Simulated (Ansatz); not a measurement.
Z-matrix (Å, degrees):
```
C
S 1 1.820
H 1 1.089 2 111.0
H 1 1.089 2 105.9 3 118.4
H 1 1.089 2 110.8 3 -123.3
Si 2 2.088 1 99.3 3 61.9
Cl 6 2.022 2 108.1 1 178.9
F 6 1.585 2 111.7 1 -61.8
Cl 6 2.033 2 112.9 1 56.4
```

The species carries charge 0 and has multiplicity 1.

Q: List the B3LYP/def2-TZVPP orbital energies in eV (Ansatz). (Estimate.)

A: Ansatz gave: Occupied: -2763.00, -2762.94, -2418.31, -1802.13, -672.07, -278.14, -257.76, -257.70, -216.33, -196.78, -196.72, -196.65, -196.64, -196.59, -196.58, -160.89, -160.80, -160.68, -146.33, -101.69, -101.68, -101.64, -33.11, -23.55, -22.88, -21.85, -18.19, -15.33, -13.21, -13.16, -13.07, -12.39, -12.18, -11.41, -10.93, -10.09, -9.87, -9.47, -9.23, -9.06, -7.45. Lowest empty: -0.51, 0.00, 0.63, 1.25, 1.43, 1.62, 2.64, 2.81.

B3LYP here is the variant with VWN-RPA as its local correlation; programs differ in this.
